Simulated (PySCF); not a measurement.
How methods differ on the ionisation energy of Xe³³⁺

Xe³³⁺ [Ar] 3d3 (4F) → Xe³⁴⁺ [Ar] 3d2 (3F), as a difference of total energies. Computed with PySCF 2.14 in an even-tempered Gaussian basis (17 s from 5 bohr⁻², ratio 2.5; 11 p from 6.5 bohr⁻², ratio 2.5; 8 d from 6.5 bohr⁻², ratio 2.5; 4 f from 24 bohr⁻², ratio 2.7; 3 g from 37 bohr⁻², ratio 2.7), with no relativity, point nucleus. Correlated levels: outer shells: [Ne] frozen; virtual orbitals above 40 to 60 times the deepest correlated orbital energy dropped. The calculations carry no spin-orbit coupling.

```
                method  ionisation energy (eV)
                   UHF                  2111.3
                   LDA                  2111.2
                   PBE                  2111.1
                  PBE0                  2111.6
                r2SCAN                  2112.6
               r2SCAN0                  2112.7
                revPBE                  2111.1
    MP2 (outer shells)                  2111.3
SCS-MP2 (outer shells)                  2111.0
```

A first-order spin-orbit estimate (lowest level to lowest level, LS coupling) adds -0.325 eV.

All relativistic terms are absent from these numbers, so their closeness to the reference says little about the methods.

For comparison: 2113 ± 5 eV (theoretical estimate listed by NIST; NIST Atomic Spectra Database, ionization energies).
